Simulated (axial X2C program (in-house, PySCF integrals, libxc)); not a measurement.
WAs: from the spin-free to the two-component result

All values were computed with an axial X2C code built on PySCF integrals. Spin-free means the one-electron spin-free X2C Hamiltonian; two-component (2c) means X2C with spin–orbit coupling and atomic mean-field two-electron Coulomb and Gaunt terms, so the difference of the two also holds small scalar two-electron terms. Basis: W dyall-cv3z [13s14p9d7f4g], As dyall-cv3z [9s9p6d4f1g] (cores contracted in-house); Gaussian nuclei, density fitting, unrestricted open shells. Masses: W 183.951 u, As 74.922 u.

Spin-free state: M_S = 3/2, Λ = 0 (beyond evenly filled blocks: σα, δ+α, δ-α); fragments W + As.

```csv
level,Re (Å),ωe (cm⁻¹),μ (D)
PBE0,2.238,310.6,-3.46
HF,2.518,192.6,-3.82
CCSD,2.271,288.6,n/a
B3LYP,2.231,333.5,-3.20
```

Correlated methods: 11 electrons correlated (number of frozen shells: W 5 s, 4 p, 2 d, 1 f; As 3 s, 2 p, 1 d), 349 virtual spin orbitals or spinors in MP2, 89 natural virtuals in coupled cluster.

Dipoles are positive if As is the positive end.

Two-component determinant lowest at the distance of the search:

Ω = 3/2 (⟨Sz⟩ = 1.49, ⟨Lz⟩ = 0.01 at HF); fragments W + As.

| level | Re (Å) | ωe (cm⁻¹) | μ (D) |
| --- | --- | --- | --- |
| PBE0 | 2.241 | 308.0 | -3.45 |
| HF | 2.520 | 192.5 | -3.80 |
| CCSD | 2.274 | 285.4 | n/a |
| B3LYP | 2.235 | 329.1 | -3.18 |

(1) From the two tables, how do the constants change at the CCSD level (2c against spin-free)?

Occupations by symmetry block were frozen at the best pattern of an incomplete PBE0 search. De is not given where an atomic determinant may have missed its ground term or J level, or where the truncated virtual space spoils (T). Density functionals use the spin component along the axis (collinear). CCSD ran in a truncated set of natural virtual spinors with an MP2 remainder; without triples it tends to underbind. Without a current term, density functionals place determinants with orbital angular momentum somewhat too high. With several unpaired electrons one determinant need not be a pure state. This is the top spin component of a Σ state; components of lower Ω are not single determinants and can lie lower. The determinant is spin-polarised beyond a pure state at some levels (its spin-free form has ⟨S²⟩ too high), which makes Re and μ there less reliable. The T1 diagnostic is large, a sign of multireference character. With the outer-core shells frozen, correlated bond lengths of heavy atoms tend to come out a few hundredths of an ångström too long.

## Answers

(1) At the CCSD level Re rises by 0.003 Å and ωe drops by 3.2 cm⁻¹.
